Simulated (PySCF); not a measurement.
# Bond length, frequency and bond energy of BPb by level of theory

State: ⁴Σ⁻ (quartet), unpaired electrons σ ↑, π ↑↑. Set-up: PySCF, scalar-relativistic core potentials, basis sets B cc-pVDZ, Pb cc-pVDZ-PP with ECP60. De refers to B + Pb in their high-spin ground configurations, without counterpoise correction. The functionals are run spin-unrestricted. A positive dipole means B(−)Pb(+).

```tsv
Level	Re (Å)	ωe (cm⁻¹)	De (eV)	μ (D)	CPU s a point (SCF and correlation, without the integrals)
UHF	2.261	464	1.14	1.18	0.048
UHF-MP2	2.245	586	2.15	n/a	0.077
UHF-SCS-MP2	2.255	562	1.77	n/a	n/a
UHF-CCSD	2.288	485	1.90	n/a	n/a
UHF-CCSD(T)	2.293	486	2.06	n/a	1.6
PBE	2.290	482	2.80	1.94	0.51
PBEsol	2.271	497	3.03	1.85	0.27
TPSS	2.287	485	2.60	1.94	0.59
r²SCAN	2.270	503	2.68	1.74	0.76
PBE0	2.259	510	2.52	1.86	0.53
M06	2.276	505	2.65	2.39	0.55
```

The bond length runs from 2.245 Å (UHF-MP2) to 2.293 Å (UHF-CCSD(T)). De spans 1.14 eV (UHF, mean field) to 3.03 eV (PBEsol, GGA). Correlation at CCSD(T) changes the Hartree–Fock bond energy by +0.92 eV; the triples alone change it by +0.16 eV.

Correlated steps freeze 5 core orbitals. Correlated levels converge slowly with the basis: in double zeta they bind strong bonds too weakly, by up to about 1 eV, and carry superposition errors of some tenths. These are scalar-relativistic numbers at best; spin–orbit coupling would shift them, the dissociation energy most. The state is the lowest determinant that a PBE0 search found; another state may lie lower at other levels.

The whole job (state search and all levels along the bond) took about 1.2 min on 1 thread of Arm Neoverse V2 (shared host), peak memory 0.42 GiB.
